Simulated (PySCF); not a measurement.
PySCF input:

```python
from pyscf import gto, scf, dft

mol = gto.M(
    atom='''
    C    -2.30089086   -0.22615182    0.00619749
    C    -1.03523567    0.27814436    0.09106989
    C     0.11819520   -0.48604369   -0.11596630
    C     1.40839242    0.04900140   -0.02457503
    N     2.48030890    0.48443528    0.04924190
    H    -3.16585840    0.39907741    0.17357635
    H    -2.47526605   -1.26801292   -0.23146078
    H    -0.90183162    1.32716992    0.33143923
    H     0.03802727   -1.53898281   -0.35860442
    ''',
    basis='def2-tzvpd',
    charge=0,
    spin=1,
    verbose=4,
)

mf = dft.UKS(mol, xc='tpssh').density_fit(auxbasis='def2-universal-jkfit')
mf.grids.level = 3
mf.conv_tol = 1e-9
mf.max_cycle = 100
mf.max_memory = 1500
mf.kernel()
if not mf.converged:
    mf = mf.newton()
    mf.kernel(mf.make_rdm1())
for _ in range(2):
    mo, _, stable, _ = mf.stability(return_status=True)
    if stable:
        break
    mf.kernel(mf.make_rdm1(mo, mf.mo_occ))
mf.analyze()
```

Question: Predict the final energy.

Answer: -209.60265 Eh (TPSSh/def2-TZVPD).

It need not be the lowest isomer of its formula.
